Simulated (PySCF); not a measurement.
C₄H₆O₂Si, SMILES c1(O)ccoc1[SiH3]. Atoms are numbered in the order given.

```xyz
13

O      2.0751    -0.5095     0.0000
C      0.7423    -0.7249     0.0000
C      0.0534    -1.9795     0.0000
C     -1.2784    -1.6586     0.0000
O     -1.4541    -0.3273     0.0000
C     -0.2103     0.2795     0.0000
Si    -0.1034     2.1335     0.0000
H      2.5286    -1.3613     0.0000
H      0.4869    -2.9792     0.0000
H     -2.1836    -2.2634     0.0000
H      1.3407     2.5000     0.0000
H     -0.7676     2.7151     1.2066
H     -0.7676     2.7151    -1.2066
```
Charge 0, spin multiplicity 1.

Coordinates come from a r2SCAN-D4/def2-SVP optimisation. The structure was generated by enumeration, and PubChem lists no compound with its InChIKey, so it may never have been made. One conformer was computed; it need not be the lowest.

Method: M06-2X/def2-TZVP in PySCF.

Gas-phase values at a fixed geometry.

Computed frontier levels, gap, dipole moment and polarisability:
The highest occupied level is -7.45 eV. The lowest empty level is 0.60 eV and the orbital gap is 8.05 eV. The dipole moment is 2.74 D, the quadrupole, principal values (traceless, Buckingham form, about the centre of nuclear charge) is -7.82, -0.96, 8.77 D·Å and the mean static polarisability is 78.0 bohr³ (11.56 Å³). The polarisability, principal values is 54.0, 79.8, 100.2 bohr³.
